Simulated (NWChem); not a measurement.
All runs are NWChem calculations. System: bromine monochloride (BrCl), charge 0, spin multiplicity 1, at a geometry optimised with B3LYP/def2-SVP. Level: CCSD linear response/6-31G* (spherical d), 14 core orbitals frozen.

Part of the output:

```
             Northwest Computational Chemistry Package (NWChem) 7.3.0
             --------------------------------------------------------

                                NWChem Input Module
                                -------------------

 Scaling coordinates for geometry "geometry" by  1.889725989
 (inverse scale =  0.529177249)

 Turning off AUTOSYM since
 SYMMETRY directive was detected!

                             Geometry "geometry" -> ""
                             -------------------------

 Output coordinates in angstroms (scale by  1.889725989 to convert to a.u.)

  No.       Tag          Charge          X              Y              Z
 ---- ---------------- ---------- -------------- -------------- --------------
    1 Cl                  17.0000     0.00000000     0.00000000     1.47757800
    2 Br                  35.0000     0.00000000     0.00000000    -0.71768100

 Effective nuclear repulsion energy (a.u.)     143.4274785594

            Nuclear Dipole moment (a.u.)
            ----------------------------
        X                 Y               Z
 ---------------- ---------------- ----------------
     0.0000000000     0.0000000000    -0.0000170075

      Symmetry information
      --------------------

 Group name             C2v
 Group number             16
 Group order               4
 No. of unique centers     2

      Symmetry unique atoms

     1    2


 Summary of "ao basis" -> "" (spherical)
 ------------------------------------------------------------------------------
       Tag                 Description            Shells   Functions and Types
 ---------------- ------------------------------  ------  ---------------------
 *                           6-31g*                   on all atoms

 Summary of "ao basis" -> "ao basis" (spherical)
 ------------------------------------------------------------------------------
       Tag                 Description            Shells   Functions and Types
 ---------------- ------------------------------  ------  ---------------------
 Cl                          6-31g*                  8       18   4s3p1d
 Br                          6-31g*                 12       32   5s4p3d

                                 NWChem SCF Module
                                 -----------------

  ao basis        = "ao basis"
  functions       =    50
  atoms           =     2
  closed shells   =    26
  open shells     =     0
  charge          =   0.00
  wavefunction    = RHF
  use symmetry    = T
  symmetry adapt  = T

 Summary of "ao basis" -> "ao basis" (spherical)
 ------------------------------------------------------------------------------
       Tag                 Description            Shells   Functions and Types
 ---------------- ------------------------------  ------  ---------------------
 Cl                          6-31g*                  8       18   4s3p1d
 Br                          6-31g*                 12       32   5s4p3d

      Symmetry analysis of basis
      --------------------------

        a1         24
        a2          4
        b1         11
        b2         11

 Forming initial guess at       0.0s

      Superposition of Atomic Density Guess
      -------------------------------------

 Sum of atomic energies:       -3031.53786125

      Non-variational initial energy
      ------------------------------

 Total energy =   -3031.581746
 1-e energy   =   -4502.511103
 2-e energy   =    1327.501879
 HOMO         =      -0.340948
 LUMO         =      -0.141265

      Symmetry analysis of molecular orbitals - initial
      -------------------------------------------------

 !! scf_movecs_sym_adapt:   30 vectors were symmetry contaminated

  Symmetry fudging

 !! scf_movecs_sym_adapt:   30 vectors were symmetry contaminated

  Numbering of irreducible representations:

     1 a1          2 a2          3 b1          4 b2

  Orbital symmetries:

     1 a1          2 a1          3 a1          4 a1          5 b1
     6 b2          7 a1          8 a1          9 a1         10 b2
    11 b1         12 a1         13 b2         14 b1         15 a1
    16 b2         17 b1         18 a1         19 a2         20 a1
    21 a1         22 a1         23 b1         24 b2         25 b1
[...]
    5          0.0213357339551     0.6     0.6
    6          0.0106753467573     0.5     0.5
    7          0.0052473506630     0.6     0.6
    8          0.0033605090600     0.6     0.6
    9          0.0019620912907     0.6     0.6
   10          0.0012447904836     0.6     0.6
   11          0.0000854748727     0.7     0.7
   12          0.0000391775378     0.6     0.6
   13          0.0000189155249     0.6     0.6
   14          0.0000109088758     0.6     0.6
   15          0.0000057769028     0.6     0.6
   16          0.0000009924270     0.8     0.8
 ---------------------------------------------
 Iterations converged

 Y   axis ( b2  symmetry)

 Frequency =       0.0773000 / au

 CCSD-LR iterations
 ---------------------------------------------
 Iter          Residuum            Cpu    Wall
 ---------------------------------------------
    1          0.9431444446059     0.8     0.8
    2          0.5903932716552     0.5     0.5
    3          0.2993130533016     0.6     0.6
    4          0.1575742205989     0.6     0.6
    5          0.0873017206191     0.6     0.6
    6          0.0310665939726     0.6     0.6
    7          0.0267858357071     0.6     0.6
    8          0.0243148829854     0.7     0.7
    9          0.0222488632361     0.5     0.5
   10          0.0204466939095     0.7     0.7
   11          0.0071161357794     0.4     0.4
   12          0.0057522043860     0.4     0.4
   13          0.0050265216060     0.4     0.4
   14          0.0044629111492     0.4     0.4
   15          0.0039952275473     0.4     0.4
   16          0.0017098840982     0.4     0.4
   17          0.0014957350529     0.4     0.4
   18          0.0013614597779     0.6     0.6
   19          0.0012481803513     0.5     0.5
   20          0.0011488011071     0.4     0.4
   21          0.0004042681875     0.4     0.4
   22          0.0003326705415     0.5     0.5
   23          0.0002905466226     0.4     0.4
   24          0.0002573872885     0.4     0.4
   25          0.0002297917369     0.4     0.4
   26          0.0000948607801     0.4     0.4
   27          0.0000812843457     0.4     0.4
   28          0.0000740518897     0.4     0.4
   29          0.0000679859544     0.4     0.4
   30          0.0000626567516     0.4     0.4
   31          0.0000217376416     0.4     0.4
   32          0.0000180894845     0.4     0.4
   33          0.0000157835876     0.4     0.4
   34          0.0000139502999     0.4     0.4
   35          0.0000124226461     0.4     0.4
   36          0.0000045541645     0.4     0.4
   37          0.0000034809540     0.4     0.4
   38          0.0000031604184     0.4     0.4
   39          0.0000029029077     0.4     0.4
   40          0.0000026780811     0.4     0.4
   41          0.0000009198434     0.4     0.4
 ---------------------------------------------
 Iterations converged

 Frequency =      -0.0773000 / au

 CCSD-LR iterations
 ---------------------------------------------
 Iter          Residuum            Cpu    Wall
 ---------------------------------------------
    1          0.9431444446059     0.4     0.4
    2          0.6410187258297     0.4     0.4
    3          0.1442753828771     0.4     0.4
    4          0.0542867280357     0.7     0.7
    5          0.0213357339551     0.6     0.6
    6          0.0106753467573     0.7     0.7
    7          0.0052473506630     0.7     0.7
    8          0.0033605090600     0.6     0.6
    9          0.0019620912907     0.6     0.6
   10          0.0012447904836     0.5     0.5
   11          0.0000854748727     0.8     0.8
   12          0.0000391775378     0.8     0.8
   13          0.0000189155249     0.7     0.7
   14          0.0000109088758     0.6     0.6
   15          0.0000057769028     0.6     0.6
   16          0.0000009924270     0.8     0.8
 ---------------------------------------------
 Iterations converged

 Z   axis ( a1  symmetry)

 Frequency =       0.0773000 / au

 CCSD-LR iterations
 ---------------------------------------------
 Iter          Residuum            Cpu    Wall
 ---------------------------------------------
    1          1.1729707647530     0.8     0.8
    2          1.5283039968206     0.8     0.8
    3          0.8637893232911     0.8     0.8
    4          0.5784886417386     0.8     0.8
    5          0.3816993229787     0.8     0.8
    6          0.0555381389758     0.8     0.8
    7          0.0215563055465     0.8     0.8
    8          0.0111550935587     0.8     0.8
    9          0.0063879768856     0.8     0.8
   10          0.0038021180344     0.8     0.8
   11          0.0005156834987     0.8     0.8
   12          0.0003285147360     0.8     0.8
   13          0.0001999236193     0.8     0.8
   14          0.0001361484835     0.8     0.8
   15          0.0000939545177     0.8     0.8
   16          0.0000200111288     0.8     0.8
   17          0.0000118762814     0.8     0.8
   18          0.0000083226144     0.8     0.8
   19          0.0000060723490     0.8     0.8
   20          0.0000044875239     0.8     0.8
   21          0.0000004804112     0.8     0.8
 ---------------------------------------------
 Iterations converged

 Frequency =      -0.0773000 / au

 CCSD-LR iterations
 ---------------------------------------------
 Iter          Residuum            Cpu    Wall
 ---------------------------------------------
    1          1.1729707647530     0.8     0.8
    2          1.8924047433958     0.5     0.5
    3          0.3630168090999     0.5     0.5
    4          0.3769959752957     0.5     0.5
    5          0.0999805686132     0.5     0.5
    6          0.0221855545215     0.5     0.5
    7          0.0079481569307     0.5     0.5
    8          0.0028047455935     0.5     0.5
    9          0.0013684500700     0.5     0.5
   10          0.0005511044138     0.5     0.5
   11          0.0000807705312     0.5     0.5
   12          0.0000486914174     0.5     0.5
   13          0.0000147664241     0.5     0.5
   14          0.0000100185579     0.5     0.5
   15          0.0000035620451     0.5     0.5
   16          0.0000008777900     0.5     0.5
 ---------------------------------------------
 Iterations converged

 CCSD-LR dipole moments / hartree & Debye
 --------------------------------
 X       0.0000000      0.0000000
 Y      -0.0000000     -0.0000000
 Z       0.2067519      0.5255148
 --------------------------------

 CCSD Linear Response polarizability / au
 Frequency  =       0.0773000 / au
 Wavelength =     589.4353558 / nm
 -------------------------------------------------------|-----------------------------------------------
                     atomic units (bohr^3)              |                   angstroms^3
                  X              Y              Z       |             X              Y              Z
 -------------------------------------------------------|-----------------------------------------------
 X           15.2097051     -0.0000000     -0.0000000   |      2.2538463     -0.0000000     -0.0000000
 Y           -0.0000000     15.2097051     -0.0000000   |     -0.0000000      2.2538463     -0.0000000
 Z           -0.0000000     -0.0000000     44.4832685   |     -0.0000000     -0.0000000      6.5917417
 -------------------------------------------------------|-----------------------------------------------
 Eigs =      15.2097051     15.2097051     44.4832685   |      2.2538463      2.2538463      6.5917417
 Isotropic   =              24.9675596                  |                     3.6998114
 Anisotropic =              29.2735634                  |                     4.3378955
 -------------------------------------------------------|-----------------------------------------------

 Task  times  cpu:      113.3s     wall:      113.3s

 Total times  cpu:      113.3s     wall:      113.3s
```

Problem. Write an NWChem input that would produce this output.

Solution. Several could match; the one computed here: 
```
start mol
memory heap 100 mb stack 700 mb global 1900 mb
geometry units angstroms nocenter noautoz
  Cl     0.000000     0.000000     1.477578
  Br     0.000000     0.000000    -0.717681
  symmetry group C2v
end
basis spherical
  * library 6-31g*
end
scf
  rhf
  nopen 0
  maxiter 100
  thresh 1e-7
  semidirect memsize 60000000 filesize 0
end
tce
  freeze core 14
  ccsd
  thresh 1e-6
  tilesize 24
end
set tce:lineresp T
set tce:afreq 0.0773
set tce:respaxis T T T
task tce energy
```
